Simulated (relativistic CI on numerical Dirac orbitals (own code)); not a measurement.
Sensitivity of the levels of Zn⁶⁺ to α and to the nuclear radius

These numbers are calculated, not measured: Dirac-Coulomb-Breit CI, orbitals from a KLI potential per configuration, derivatives by finite differences, unscaled Slater integrals, QED left out (own radial code, finite nucleus).

CI space (outside the closed core [Ne]): 3s²3p⁶3d⁶, 3s²3p⁶3d⁵4s, 3s²3p⁵3d⁷, 3s²3p⁶3d⁵4p, 3s²3p⁴3d⁸, 3s3p⁶3d⁷, 3s²3p⁶3d⁴4s², 3p⁶3d⁸. Levels of other configurations are missing.

With x = (α/α₀)² − 1 an excitation energy changes as ω = ω₀ + qx; K = 2q/ω₀ is the relative enhancement. Terms are leading LS components, so labels can repeat. The field-shift factor is F = δν/δ⟨r²⟩ for the transition from the lowest level.

Lowest level 3s²3p⁶3d⁶ ⁵D4.

```tsv
Level	ω₀ (cm⁻¹)	q (cm⁻¹)	K	F (GHz/fm²)
3s²3p⁶3d⁶ ⁵D3	1543.1	1610	2.09	0.00785
3s²3p⁶3d⁶ ⁵D2	2538.6	2488	1.96	0.0122
3s²3p⁶3d⁶ ⁵D1	3169.9	3049	1.92	0.0151
3s²3p⁶3d⁶ ⁵D0	3475.3	3314	1.91	0.0164
3s²3p⁶3d⁶ ³P2	31625.3	-270.1	-0.0171	0.0148
3s²3p⁶3d⁶ ³P1	36020.7	4236	0.235	0.0365
3s²3p⁶3d⁶ ³F4	37032.8	-620.7	-0.0335	0.0355
3s²3p⁶3d⁶ ³P0	37433.8	4908	0.262	0.0415
3s²3p⁶3d⁶ ³H6	37437.0	378.6	0.0202	0.051
3s²3p⁶3d⁶ ³H5	38121.6	765.2	0.0401	0.0527
3s²3p⁶3d⁶ ³F3	38357.9	1349	0.0703	0.0417
3s²3p⁶3d⁶ ³F2	38904.8	1895	0.0974	0.0436
3s²3p⁶3d⁶ ³H4	39000.2	1967	0.101	0.056
```

At this charge configurations can still be misplaced by up to about 7 % of their energy. Terms inside the open d or f shell come out 10 to 20 % too wide with unscaled integrals.
